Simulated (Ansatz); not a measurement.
PBE exchange is replaced step by step with exact exchange (0 % is PBE, 25 % PBE0; no dispersion term), basis def2-TZVP, Ansatz. System: CrOF₄. The state is a singlet with charge 0. Geometry: r2SCAN-D4/def2-SVP.

Geometry of the singlet:

```
atom    x (Å)    y (Å)    z (Å)
 Cr1   0.0288  -0.0166  -0.0227
  O2   1.1194  -0.6448  -0.8801
  F3   0.8007   0.3651   1.4628
  F4  -0.6849  -1.3330   0.8175
  F5  -1.3747  -0.0344  -1.0115
  F6   0.1108   1.6637  -0.3660
```

The restricted singlet is unstable towards broken spin symmetry at other levels; at PBE with 5 % exact exchange/def2-TZVP, PBE with 10 % exact exchange/def2-TZVP, PBE with 15 % exact exchange/def2-TZVP, PBE0-D4/def2-TZVP and others this wasn't settled. The geometry of the singlet was relaxed on an unsound state (restricted singlet, unstable towards broken spin symmetry at other levels and untested here).

| exact exchange (%) | HOMO (eV) | LUMO (eV) | gap (eV) |
| --- | --- | --- | --- |
| 0 | -9.74 | -7.52 | 2.22 |
| 5 | -10.15 | -7.43 | 2.72 |
| 10 | -10.56 | -7.33 | 3.22 |
| 15 | -10.97 | -7.22 | 3.74 |
| 25 | -11.80 | -6.98 | 4.82 |
| 35 | -12.65 | -6.70 | 5.95 |
| 50 | -13.96 | -6.21 | 7.75 |
